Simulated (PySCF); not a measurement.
Radial density of Pb(62+) (lead, charge +62)

r2SCANh, [Ar] 3d2, high-spin 3F determinant. Computed with PySCF 2.14 in an uncontracted even-tempered set (16 s from 18 bohr⁻², ratio 2.5; 10 p from 23 bohr⁻², ratio 2.5; 7 d from 23 bohr⁻², ratio 2.5; 4 f from 81 bohr⁻², ratio 2.7; 3 g from 120 bohr⁻², ratio 2.7), with no relativity, point nucleus.

```csv
r (bohr),4πr²ρ (e/bohr),4πr²(ρα − ρβ)
0.000313,0.4627,0.0000
0.000526,1.264,0.0000
0.000885,3.372,-0.0001
0.00149,8.640,-0.0002
0.00251,20.70,-0.0006
0.00421,44.30,-0.0012
0.00709,78.66,-0.0019
0.0119,104.2,0.0004
0.0201,98.99,0.0422
0.0337,108.5,0.5026
0.0567,133.9,3.5877
0.0954,71.57,12.2040
0.161,73.94,12.3564
0.270,16.06,1.6781
0.454,0.1564,0.0143
```

A non-relativistic calculation at this Z misses sizeable relativistic shifts. Spin-orbit coupling is strong in this species (close to jj coupling), so the high-spin LS determinant is a model state, not a physical level.
